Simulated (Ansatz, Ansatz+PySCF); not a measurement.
```yaml
atoms:
  - { symbol: B, position_ang: [0.6999, 0.4492, 0.2905] }
  - { symbol: B, position_ang: [-0.6999, -0.4492, -0.2905] }
  - { symbol: H, position_ang: [-0.1338, 0.6730, -0.7182] }
  - { symbol: H, position_ang: [0.1338, -0.6730, 0.7182] }
  - { symbol: H, position_ang: [0.5426, 1.3052, 1.1220] }
  - { symbol: H, position_ang: [1.7879, 0.1905, -0.1546] }
  - { symbol: H, position_ang: [-1.7879, -0.1905, 0.1546] }
  - { symbol: H, position_ang: [-0.5426, -1.3052, -1.1220] }
```

Basis set: def2-SVP (spherical functions). Left uncorrelated: 2 orbitals. Charge 0, multiplicity 3.

Computed with Ansatz (development build ahead of 0.2.0); each method stands on the lowest determinant of its kind that the runs found.

(1) Give the atomization energy at this shape (free ground-state atoms in the same class of orbitals less the molecule, no zero-point energy) of triplet B₂H₆ by UHF-MP2, UHF.

Results:

(1)

```json
{"method": "UHF-MP2", "atomization energy": "17.98 eV"}
{"method": "UHF", "atomization energy": "13.86 eV"}
```

Caution: another spin multiplicity may lie lower; the determinant breaks the point group. Caution for UHF-MP2: MP2 forces lie far from those of the mean fields.
